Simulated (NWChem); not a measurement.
C$_{4}$H$_{5}$N; SMILES N(/C)=C\C#C

**Question.** Give the equilibrium geometry at PBE0/def2-SVP (NWChem) as a list of bonds and angles, with the point group.

**Answer.** point group Cs; any orientation.
Bonded distances (Å): C1–C2 1.213, C1–H6 1.075, C2–C3 1.433, C3–N4 1.270, C3–H7 1.111, N4–C5 1.431, C5–H8 1.103, C5–H9 1.109, C5–H10 1.103. Angles (°): C2–C1–H6 178.9, C1–C2–C3 177.0, C2–C3–N4 122.5, C2–C3–H7 115.4, N4–C3–H7 122.2, C3–N4–C5 118.0, N4–C5–H8 109.3, N4–C5–H9 114.4, N4–C5–H10 109.3, H8–C5–H9 108.8, H8–C5–H10 105.9, H9–C5–H10 108.8.
